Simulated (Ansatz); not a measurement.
`[OH][GeH2][SiH3]` → `[OH][GeH]` + SiH₄ at 500 K and 1 bar (germylene formation by 1,1-elimination).

Isolated molecules relaxed with PBE0-D4/def2-TZVP in Ansatz; ΔE leaves out vibrations. CBS: MP2 limit from def2 TZ/QZ plus the TZ coupled-cluster correction, frozen cores. This one scheme is used for every species. For Ge outer-core shells are correlated without core-valence functions, which leaves a few kJ/mol of doubt a bond. Scalar relativity is left out up to krypton. Each species was taken in one conformer, which may not be the lowest.

| species | CCSD(T)/CBS energy (Eh) | H − E (kJ/mol) | S (J/(mol·K)) |
| --- | --- | --- | --- |
| `[OH][GeH2][SiH3]` | -2443.98216 | 185.2 | 396.1 |
| `[OH][GeH]` | -2152.47759 | 74.0 | 281.9 |
| SiH₄ | -291.46306 | 102.4 | 230.9 |

H − E and S are ideal-gas, rigid-rotor, harmonic terms from PBE0-D4/def2-TZVP, for one conformer and one mirror image of each species. 1 Eh = 2625.50 kJ/mol, R = 8.31446 J/(mol·K).

**Question.** By hand: ΔE, ΔH, ΔS and ΔG.

**Answer.** ΔE = (-2152.47759) + (-291.46306) − (-2443.98216) = 0.04151 Eh = 109.0 kJ/mol. Δ(H − E) = 74.0 + 102.4 − 185.2 = -8.8, so ΔH = 100.2 kJ/mol. ΔS = 281.9 + 230.9 − 396.1 = 116.7 J/(mol·K). ΔG = 100.2 − 500 × (116.7)/1000 = 41.9 kJ/mol.

**Question.** By hand: the equilibrium constant, and the temperature at which ΔG would vanish if ΔH and ΔS stayed fixed.

**Answer.** log₁₀ K = −ΔG/(RT ln 10) = -4.4. ΔG = 0 at ΔH/ΔS = 859 K.

The number of gas molecules changes by +1, which sets the sign of ΔS. A doubt of 5 kJ/mol in ΔE shifts log₁₀ K by 0.5 here. Other conformers and mirror images would add mixing entropy, several J/(mol·K) or more a flexible species. These are equilibria of isolated gas molecules and say nothing of rates. Largest T1 diagnostic: 0.016 (customary marks: 0.02 for closed shells, 0.045 for open ones).
